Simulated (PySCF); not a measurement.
These compounds are isomers of formula C6H8O.

A. SMILES C=C=C(C=C)CO
B. `C=C=C=CCOC`
C. `C=C/C=C/C(C)=O`
D. 2,3-dimethylfuran

Spectrum 1. $^{13}$C{$^{1}$H} NMR (computed): δ 199.3 (C), 151.1 (CH), 144.2 (CH), 137.1 (CH2), 132.9 (CH), 34.0 (CH3).

Spectrum 2. $^{13}$C{$^{1}$H} NMR (computed): δ 186.0 (C), 176.8 (C), 121.3 (CH), 99.7 (CH2), 79.8 (CH2), 61.0 (CH3).

Spectrum 3. $^{13}$C{$^{1}$H} NMR (computed): δ 151.7 (C), 144.1 (CH), 121.9 (C), 119.8 (CH), 13.9 (CH3), 11.9 (CH3).

Spectrum 4. $^{13}$C{$^{1}$H} NMR (computed): δ 222.2 (C), 140.7 (CH), 117.5 (CH2), 114.3 (C), 84.5 (CH2), 62.9 (CH2).

Theory: geometry from GFN2-xTB, σ from GIAO-PBE0/pcSseg-1, in PySCF 2.14.0 with density-fitted response routines (a single conformation, isolated molecule, averaged over atoms made equivalent by symmetry, fast rotation or ring inversion, non-relativistic).

Referencing at the same level of theory: $^{13}$C (σref 186.93) against TMS. Shifts are as computed. Against solution values, carbons near 30 ppm lie about +3 ppm off and those near 130 ppm about +5 ppm. Of 1211 compounds with measured shifts, 218 miss one by over three times the rms of a fit or turn the order of signals round; such compounds aren't used in these exercises.

**Question.** Match each spectrum to its structure.

**Answer.** 1–C, 2–B, 3–D, 4–A.

- Spectrum 1 (C): 6 $^{13}$C signals; δC 199.3 is a ketone carbonyl carbon; δC 151.1 is a β carbon of a C=C–C=O unit.
- Spectrum 2 (B): 6 $^{13}$C signals; δC 186.0 is a central carbon of an allene; δC 79.8 is an allylic sp3 CH2 bonded to O.
- Spectrum 3 (D): 6 $^{13}$C signals; δC 13.9 is a methyl carbon on an aromatic ring; δC 11.9 is a methyl carbon on an aromatic ring.
- Spectrum 4 (A): 6 $^{13}$C signals; δC 222.2 is a central carbon of an allene; δC 140.7 is an alkene CH.
